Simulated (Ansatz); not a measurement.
## Relaxing a trial structure of H5InS

The starting geometry of this gas-phase triplet was optimised with GFN2-xTB as a singlet; its bonds are those of `[SH2+][InH3-]`.

```xyz
7

In    0.1813    1.0928   -0.2438
S    -0.7205   -1.4854   -0.1289
H    -0.7073   -1.4663    1.2016
H     0.5242   -1.9554   -0.1894
H    -0.8929    1.7743   -1.3515
H    -0.0581    1.3445    1.4208
H     1.7346    0.6275   -0.7545
```

Problem. Where would you expect an optimisation with PBE0-D4/def2-SVP to take it?

Solution. It falls apart into H3In + H2S. Distances that change by over a tenth: In1–H5 (1.69 → 2.15 Å). Contacts that open: In1–S2 (2.73 → 3.79 Å).

The energy falls by 2.70 eV over 37 steps:

| step | E − E(last) (eV) |
| --- | --- |
| 1 | 2.703 |
| 5 | 0.577 |
| 9 | 0.255 |
| 13 | 0.102 |
| 17 | 0.024 |
| 21 | 0.003 |
| 25 | 0.001 |
| 29 | 0.000 |
| 33 | 0.000 |
| 37 | 0.000 |

Final geometry (Å):

| atom | x (Å) | y (Å) | z (Å) |
| --- | --- | --- | --- |
| In | 0.6513 | 1.7644 | -0.3536 |
| S | -0.8820 | -1.7064 | -0.4063 |
| H | -0.9060 | -1.5737 | 0.9378 |
| H | 0.4393 | -1.3906 | -0.4716 |
| H | -0.9329 | 0.3166 | -0.4871 |
| H | 0.0070 | 2.2176 | 1.2337 |
| H | 1.6846 | 0.3041 | -0.4985 |

No frequencies were run, so the end isn't proven a minimum. Open shells are spin-unrestricted. The triplet needn't be the ground state. Atoms past krypton carry core potentials, without spin–orbit terms. Run with Ansatz 0.2.0, 85 s on 2 threads of Intel(R) Xeon(R) 6975P-C (Granite Rapids), on a shared host.
